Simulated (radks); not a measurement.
Os, 76 electrons, occupied as [Xe] 4f14 5d6 6s2. All-electron calculation, Dirac Kohn-Sham, PBE, spin-unpolarised, spherical densities, point nucleus; open shells fill j = l - 1/2 first. Program: a radial shooting solver on a logarithmic mesh with Libxc functionals.

Normalised radial functions P(r) = r R(r) (large component), r in bohr:

r,4f7/2,5p3/2,5d3/2
0.001045,0.0000,0.0013,0.0000
0.001216,0.0000,0.0017,0.0000
0.001416,0.0000,0.0023,0.0000
0.001648,0.0000,0.0030,0.0000
0.001918,0.0000,0.0040,0.0001
0.002251,0.0000,0.0054,0.0001
0.002621,0.0000,0.0071,0.0001
0.003051,0.0000,0.0093,0.0002
0.003552,0.0000,0.0122,0.0003
0.004135,0.0000,0.0160,0.0004
0.004814,0.0000,0.0209,0.0006
0.005604,0.0000,0.0271,0.0008
0.006524,0.0000,0.0351,0.0012
0.007595,0.0000,0.0450,0.0017
0.008842,0.0001,0.0574,0.0025
0.01029,0.0001,0.0725,0.0036
0.01198,0.0002,0.0908,0.0052
0.01395,0.0003,0.1123,0.0076
0.01624,0.0006,0.1370,0.0110
0.01891,0.0010,0.1644,0.0157
0.02201,0.0017,0.1932,0.0223
0.02583,0.0029,0.2230,0.0319
0.03007,0.0050,0.2475,0.0443
0.03501,0.0084,0.2639,0.0605
0.04075,0.0139,0.2667,0.0812
0.04744,0.0228,0.2501,0.1067
0.05523,0.0367,0.2082,0.1366
0.0643,0.0581,0.1376,0.1695
0.07485,0.0900,0.0388,0.2025
0.08714,0.1364,-0.0810,0.2307
0.1014,0.2017,-0.2064,0.2477
0.1181,0.2901,-0.3136,0.2453
0.1375,0.4045,-0.3736,0.2156
0.1601,0.5454,-0.3590,0.1530
0.1863,0.7088,-0.2542,0.0574
0.2169,0.8849,-0.0659,-0.0632
0.2525,1.0581,0.1710,-0.1914
0.2963,1.2157,0.4065,-0.3067
0.345,1.3198,0.5435,-0.3685
0.4016,1.3619,0.5382,-0.3607
0.4676,1.3343,0.3706,-0.2738
0.5443,1.2412,0.0676,-0.1150
0.6337,1.0963,-0.3047,0.0931
0.7377,0.9188,-0.6622,0.3185
0.8588,0.7298,-0.9286,0.5271
0.9998,0.5479,-1.0569,0.6895
1.164,0.3869,-1.0392,0.7869
1.355,0.2559,-0.9047,0.8140
1.577,0.1575,-0.7052,0.7789
1.836,0.0898,-0.4940,0.6979
2.138,0.0470,-0.3107,0.5902
2.489,0.0224,-0.1746,0.4728
2.897,0.0096,-0.0867,0.3588
3.4,0.0034,-0.0358,0.2520
3.958,0.0011,-0.0131,0.1688
4.608,0.0003,-0.0040,0.1055
5.364,0.0001,-0.0010,0.0611
6.245,0.0000,-0.0002,0.0324
7.27,0.0000,0.0000,0.0154
8.464,0.0000,0.0000,0.0065
9.853,0.0000,0.0000,0.0024

4f7/2: eigenvalue -50.192 eV, 0 radial nodes, <r> = 0.561 bohr, 90 % of the charge inside 0.916 bohr. 5p3/2: eigenvalue -47.164 eV, 3 radial nodes at r = 0.0788, 0.227, 0.560 bohr, <r> = 1.20 bohr, 90 % of the charge inside 1.75 bohr. 5d3/2: eigenvalue -6.708 eV, 2 radial nodes at r = 0.201, 0.594 bohr, <r> = 1.78 bohr, 90 % of the charge inside 2.83 bohr.
